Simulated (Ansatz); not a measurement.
Two isomers of C3H6Si: A = `C[SiH]1C=C1`, B = `[SiH3]C1C=C1`.

Computed with Ansatz on PBE0-D4/def2-TZVP structures; ΔE is electronic, products minus reactants. CCSD(T)/CBS adds triple-zeta CCSD(T) − MP2 to the extrapolated MP2 energy (def2 sets, frozen cores). Functionals use def2-TZVPP. B3LYP here is the variant with VWN-RPA as its local correlation; programs differ in this.

Problem. Which is lower in electronic energy at CCSD(T)/CBS, and by how much? (An estimate is asked.)

Solution. Computed: A, by 31.2 kcal/mol.

Problem. Give E(B) − E(A) in kcal/mol with PBE-D4, B3LYP, HF/def2-TZVPP, LDA (SPW92), CCSD/def2-TZVPP, CCSD(T)/def2-SVP, CCSD(T)/def2-TZVPP. (Estimate.)

Solution. Computed: PBE-D4 30.6, B3LYP 30.5, HF/def2-TZVPP 30.0, LDA (SPW92) 31.0, CCSD/def2-TZVPP 30.7, CCSD(T)/def2-SVP 25.3, CCSD(T)/def2-TZVPP 30.8. None reverses the order clearly.

Problem. Does the order hold for the free energy at 298.15 K (harmonic terms from PBE0-D4)? (Estimate.)

Solution. The calculation gave: Yes: G(B) − G(A) = +28.0 kcal/mol.

Largest T1 diagnostic: 0.012.

Leaving LDA and LC-ωPBE aside and taking each functional with its dispersion term where it has one, the values, not all of them listed here, spread over 3.8 kcal/mol, from BLYP-D4 to B97M-V. At CCSD(T), def2-SVP lies −6.0 kcal/mol from the extrapolated value and def2-TZVPP −0.4 kcal/mol.
